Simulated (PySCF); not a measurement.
PySCF input for C₂H₉NOSi, SMILES CC[Si@@H](N)O, PBE0-D3(BJ)/def2-SVP. Geometry: PBE0-D3(BJ)/def2-SVP. The structure was generated by enumeration; whether it is a known compound was not checked. One conformer was computed; it need not be the lowest.

```python
import numpy as np
from pyscf import gto, scf, dft, df
from pyscf.hessian import thermo

mol = gto.M(
    atom='''
    C     2.13241887   -0.93375151    0.23480986
    C     1.15368124    0.14768874    0.68369876
    Si   -0.38620288    0.27401967   -0.38122529
    N    -1.22474714   -1.22713860   -0.32081388
    O    -1.36497891    1.51737978    0.17290639
    H     3.00655893   -1.00441364    0.90119024
    H     1.64516683   -1.92048367    0.20933204
    H     2.50986347   -0.73741897   -0.78161134
    H     1.64752078    1.13598114    0.70560114
    H     0.82057444   -0.03204064    1.72231002
    H    -0.03014445    0.51794954   -1.81525106
    H    -1.47990070   -1.61076360    0.58312730
    H    -1.95154982   -1.41819488   -1.00140897
    H    -0.98478874    2.40041811    0.16525906
    ''',
    basis='def2-SVP',
    charge=0,
    spin=0,
    max_memory=1600,
    verbose=3,
)
mf = dft.RKS(mol, xc='pbe0').density_fit(auxbasis='def2-universal-jkfit')
mf.disp = 'd3bj'
mf.grids.level = 3
mf.conv_tol = 1e-11
mf.max_cycle = 100
mf.kernel()

# [left out here: the lines that compute and print the analytic Hessian (its translational invariance restored by hand, since the grid's response is missing), thermochemistry and intensities]
```

It prints:

```
converged SCF energy = -500.571691288374

WARN: DFTD3 does not support analytical Hessian, using finite difference


WARN: Mole.unit (angstrom) is changed to Bohr

Mode                                 0                   1                   2
Irrep
Freq [cm^-1]                       74.4209             80.1998            159.1202
Reduced mass [au]                   1.2407              1.8826              2.6209
Force const [Dyne/A]                0.0040              0.0071              0.0391
Char temp [K]                     107.0751            115.3897            228.9385
Normal mode                   x     y     z       x     y     z       x     y     z
       0   C                -0.02 -0.02  0.05   -0.07 -0.09  0.05   -0.10 -0.03 -0.08
       1   C                 0.03  0.08 -0.06    0.03  0.04 -0.05    0.01  0.01  0.06
       2  Si                -0.01 -0.01 -0.02    0.00  0.04 -0.01    0.03  0.03  0.03
       3   N                -0.01 -0.01 -0.02    0.09 -0.01 -0.03    0.09 -0.01  0.05
       4   O                 0.01 -0.02  0.03   -0.05 -0.02  0.05   -0.06  0.00 -0.08
       5   H                -0.00  0.04  0.03   -0.04 -0.06  0.02   -0.10 -0.22 -0.11
       6   H                -0.06 -0.00  0.20   -0.13 -0.06  0.20   -0.22  0.03 -0.21
       7   H                -0.06 -0.17  0.01   -0.10 -0.25  0.00   -0.10  0.06 -0.06
       8   H                 0.07  0.06 -0.20    0.10  0.00 -0.19    0.08 -0.02  0.11
       9   H                 0.06  0.22 -0.02    0.05  0.19 -0.02    0.03 -0.06  0.05
      10   H                -0.05 -0.07 -0.04   -0.05  0.15 -0.01    0.10 -0.04  0.04
      11   H                -0.26  0.11 -0.04    0.30 -0.12 -0.02   -0.06  0.08  0.04
      12   H                 0.19 -0.10 -0.20   -0.05  0.04  0.11    0.23 -0.13 -0.07
      13   H                 0.22 -0.11  0.61   -0.22  0.05 -0.27   -0.00 -0.02  0.18
Mode                                 3                   4                   5
Irrep
[...]
      11   H                 0.03  0.06  0.01    0.01  0.01  0.01    0.01  0.01  0.00
      12   H                 0.04  0.07 -0.02   -0.00 -0.01 -0.00   -0.00 -0.00  0.00
      13   H                -0.17  0.11  0.08   -0.02  0.01  0.01   -0.02  0.01  0.01
Mode                                21                  22                  23
Irrep
Freq [cm^-1]                     1262.7170           1391.3326           1426.9699
Reduced mass [au]                   1.6631              1.2183              1.1054
Force const [Dyne/A]                1.5624              1.3895              1.3261
Char temp [K]                    1816.7686           2001.8178           2053.0920
Normal mode                   x     y     z       x     y     z       x     y     z
       0   C                -0.06 -0.01 -0.05   -0.08  0.09  0.04    0.03 -0.02 -0.00
       1   C                 0.15 -0.05  0.06    0.01  0.00  0.01   -0.02  0.06  0.05
       2  Si                -0.02  0.01 -0.00    0.00  0.00  0.00   -0.00  0.00  0.00
       3   N                 0.01  0.00  0.00    0.00 -0.00 -0.00    0.00  0.00 -0.00
       4   O                 0.00 -0.00 -0.00   -0.00 -0.00 -0.00    0.00 -0.00  0.00
       5   H                -0.15  0.23  0.10    0.15 -0.38 -0.29    0.00  0.06  0.05
       6   H                 0.08 -0.08  0.11    0.46 -0.19 -0.14   -0.13  0.06  0.05
       7   H                 0.14  0.07  0.05    0.26 -0.40  0.05   -0.06  0.12 -0.00
       8   H                -0.41  0.24 -0.16    0.02 -0.00 -0.17    0.21 -0.06 -0.62
       9   H                -0.39  0.09 -0.09   -0.07 -0.15 -0.05   -0.19 -0.61 -0.13
      10   H                 0.05 -0.01 -0.00   -0.01 -0.01  0.00   -0.00 -0.01 -0.00
      11   H                -0.01 -0.01 -0.01   -0.01  0.00 -0.00   -0.02 -0.01 -0.01
      12   H                 0.00  0.01  0.00   -0.00 -0.01  0.00   -0.01 -0.02  0.02
      13   H                 0.01 -0.01  0.00    0.01 -0.00 -0.00   -0.00  0.00 -0.01
Mode                                24                  25                  26
Irrep
Freq [cm^-1]                     1472.7874           1476.0354           1547.7795
Reduced mass [au]                   1.0350              1.0433              1.1189
Force const [Dyne/A]                1.3227              1.3393              1.5793
Char temp [K]                    2119.0131           2123.6864           2226.9101
Normal mode                   x     y     z       x     y     z       x     y     z
       0   C                -0.02 -0.02  0.03   -0.03 -0.02 -0.03    0.00 -0.00 -0.00
       1   C                -0.00 -0.01  0.01   -0.02 -0.00 -0.02    0.00 -0.00  0.00
       2  Si                -0.00 -0.00  0.00    0.00  0.00  0.00    0.00  0.01  0.00
       3   N                 0.00  0.00 -0.00    0.00  0.00 -0.00   -0.06 -0.06  0.01
       4   O                 0.00  0.00 -0.00   -0.00  0.00 -0.00    0.00 -0.00 -0.00
       5   H                 0.30  0.50 -0.33    0.19 -0.19 -0.32    0.00 -0.00 -0.00
       6   H                -0.38  0.18 -0.35   -0.10  0.02  0.57   -0.00  0.00  0.01
       7   H                 0.38 -0.24  0.12    0.44  0.43  0.24    0.01  0.01  0.00
       8   H                 0.04 -0.04 -0.01    0.03 -0.04  0.03   -0.00 -0.00 -0.03
       9   H                -0.05  0.05  0.01    0.04  0.02  0.01   -0.02 -0.02 -0.01
      10   H                 0.00  0.00  0.01   -0.00 -0.01  0.00    0.01 -0.01 -0.01
      11   H                 0.00 -0.00 -0.00   -0.00 -0.01 -0.00    0.52  0.28  0.30
      12   H                -0.00  0.00  0.00   -0.01 -0.01  0.01    0.29  0.38 -0.46
      13   H                -0.00  0.00  0.00    0.00 -0.00 -0.00    0.00 -0.00 -0.00
Mode                                27                  28                  29
Irrep
Freq [cm^-1]                     2209.4361           3044.4082           3050.1032
Reduced mass [au]                   1.0400              1.0603              1.0390
Force const [Dyne/A]                2.9912              5.7902              5.6951
Char temp [K]                    3178.8866           4380.2256           4388.4194
Normal mode                   x     y     z       x     y     z       x     y     z
       0   C                 0.00  0.00  0.00   -0.01  0.00 -0.00    0.04 -0.03 -0.02
       1   C                -0.00  0.00  0.00    0.01  0.04  0.05    0.00  0.01  0.01
       2  Si                -0.01 -0.01  0.03   -0.00  0.00 -0.00   -0.00 -0.00 -0.00
       3   N                 0.00  0.00  0.00    0.00 -0.00 -0.00    0.00  0.00  0.00
       4   O                -0.00  0.00  0.00    0.00 -0.00 -0.00    0.00 -0.00  0.00
       5   H                 0.00 -0.00 -0.00    0.14 -0.01  0.11   -0.45  0.03 -0.36
       6   H                 0.00  0.00 -0.00   -0.04 -0.08 -0.00    0.23  0.45  0.01
       7   H                 0.00 -0.00  0.00    0.03  0.02 -0.09   -0.19 -0.11  0.53
       8   H                 0.00 -0.01  0.00   -0.30 -0.58  0.00   -0.06 -0.12 -0.00
       9   H                 0.01  0.00  0.01    0.21  0.13 -0.63    0.05  0.03 -0.15
      10   H                 0.23  0.16 -0.94    0.00 -0.00 -0.00    0.00  0.00  0.00
      11   H                -0.01 -0.00 -0.00    0.00  0.00  0.00   -0.00  0.00 -0.00
      12   H                -0.00 -0.00  0.01    0.00  0.00 -0.00    0.00  0.00 -0.00
      13   H                -0.00  0.00  0.01    0.00 -0.00  0.00   -0.00 -0.00 -0.00
Mode                                30                  31                  32
Irrep
Freq [cm^-1]                     3094.5668           3136.4624           3149.0238
Reduced mass [au]                   1.1011              1.1039              1.1036
Force const [Dyne/A]                6.2129              6.3984              6.4477
Char temp [K]                    4452.3927           4512.6711           4530.7441
Normal mode                   x     y     z       x     y     z       x     y     z
       0   C                 0.01  0.01 -0.01    0.03 -0.01  0.08   -0.06 -0.06  0.01
       1   C                -0.04 -0.06  0.05   -0.00 -0.00  0.01   -0.01 -0.01  0.01
       2  Si                -0.00 -0.00  0.00   -0.00  0.00  0.00   -0.00 -0.00  0.00
       3   N                 0.00  0.00 -0.00    0.00 -0.00 -0.00   -0.00  0.00  0.00
       4   O                 0.00  0.00 -0.00    0.00  0.00 -0.00    0.00  0.00 -0.00
       5   H                 0.02  0.00  0.01   -0.53  0.03 -0.40    0.27 -0.03  0.22
       6   H                -0.06 -0.11 -0.00   -0.00 -0.02  0.02    0.36  0.72  0.02
       7   H                -0.04 -0.02  0.11    0.23  0.13 -0.61    0.11  0.06 -0.32
       8   H                 0.31  0.60  0.02    0.01  0.03  0.00    0.05  0.11  0.00
       9   H                 0.18  0.10 -0.61    0.03  0.02 -0.10    0.02  0.01 -0.07
      10   H                 0.00  0.00 -0.00    0.00 -0.00 -0.00    0.00  0.00 -0.00
      11   H                 0.00  0.00  0.00    0.00  0.00 -0.00    0.00 -0.00  0.00
      12   H                -0.00  0.00 -0.00    0.00  0.00  0.00   -0.00  0.00 -0.00
      13   H                -0.00  0.00 -0.00   -0.00 -0.00  0.00   -0.00  0.00  0.00
Mode                                33                  34                  35
Irrep
Freq [cm^-1]                     3607.1905           3704.3167           3929.3208
Reduced mass [au]                   1.0507              1.0952              1.0667
Force const [Dyne/A]                8.0553              8.8541              9.7035
Char temp [K]                    5189.9439           5329.6869           5653.4177
Normal mode                   x     y     z       x     y     z       x     y     z
       0   C                -0.00 -0.00  0.00    0.00  0.00 -0.00   -0.00 -0.00 -0.00
       1   C                 0.00 -0.00  0.00   -0.00  0.00 -0.00   -0.00  0.00  0.00
       2  Si                 0.00  0.00  0.00    0.00 -0.00  0.00   -0.00 -0.00  0.00
       3   N                -0.04 -0.03  0.01    0.02 -0.01  0.07    0.00  0.00 -0.00
       4   O                 0.00  0.00 -0.00   -0.00 -0.00  0.00   -0.02 -0.06 -0.00
       5   H                 0.00  0.00  0.00    0.00 -0.00 -0.00   -0.00  0.00 -0.00
       6   H                -0.00  0.00 -0.00   -0.00 -0.00 -0.00    0.00  0.00  0.00
       7   H                 0.00  0.00 -0.00   -0.00 -0.00  0.00   -0.00  0.00  0.00
       8   H                 0.00  0.00 -0.00   -0.00 -0.00  0.00    0.00  0.00  0.00
       9   H                -0.00  0.00 -0.00   -0.00 -0.00  0.00    0.00 -0.00 -0.00
      10   H                 0.00 -0.00 -0.00   -0.00  0.00 -0.00   -0.00  0.00  0.00
      11   H                 0.16  0.28 -0.65    0.16  0.25 -0.56    0.00  0.00 -0.00
      12   H                 0.45  0.12  0.45   -0.51 -0.14 -0.47    0.00 -0.00  0.00
      13   H                -0.00 -0.00  0.00    0.00  0.00  0.00    0.36  0.89 -0.00
temperature 298.1500 [K]
pressure 101325.00 [Pa]
Rotational constants [GHz] 5.74654 2.65432 2.02596
Symmetry number 1
Zero-point energy (ZPE) 0.11456 [Eh]   300765.822 [J/mol]
                           tot       elec      trans        rot        vib
Entropy [J/mol/K]       367.084      0.000    165.029    111.899     90.156
Cv [J/mol/K]            121.194      0.000     12.472     12.472     96.250
Cp [J/mol/K]            129.508      0.000     20.786     12.472     96.250
Internal energy [J/mol]                      3718.434   3718.434 315399.221
Internal energy [Eh]   -500.44873  -500.57169
Enthalpy [J/mol]                             6197.391   3718.434 315399.221
Enthalpy [Eh]          -500.44779
Gibbs free energy [J/mol]                  -43006.063 -29644.383 288519.328
Gibbs free energy [Eh] -500.48947
mode   freq/cm-1   IR/(km/mol)
   1       74.42        20.294
   2       80.20         8.145
   3      159.12         4.574
   4      189.09         1.261
   5      246.93        51.094
   6      271.13        61.663
   7      323.00        44.215
   8      350.45        16.533
   9      451.76       147.450
  10      626.60        11.523
  11      663.50        28.675
  12      752.64        87.082
  13      785.81        91.342
  14      833.97       123.739
  15      867.83        71.766
  16      894.91       136.730
  17      934.66       120.128
  18      977.52        21.141
  19      988.83        75.847
  20     1064.30        21.940
  21     1245.03         2.948
  22     1262.72        11.479
  23     1391.33         1.198
  24     1426.97         5.796
  25     1472.79         7.473
  26     1476.04         6.396
  27     1547.78        50.376
  28     2209.44       167.063
  29     3044.41        22.792
  30     3050.10        24.784
  31     3094.57         8.748
  32     3136.46        22.641
  33     3149.02        17.506
  34     3607.19        26.716
  35     3704.32        31.275
  36     3929.32        66.657
max |gradient| / (hartree/bohr): 5.891997755321968e-05
APT charges: [ 0.0596 -0.3018  1.6901 -0.8271 -0.8989 -0.0346  0.0072 -0.0082 -0.017
 -0.0176 -0.3195  0.1878  0.1869  0.2931]
```

Self-consistency was reached.

Cost: roughly 3 core-minutes.
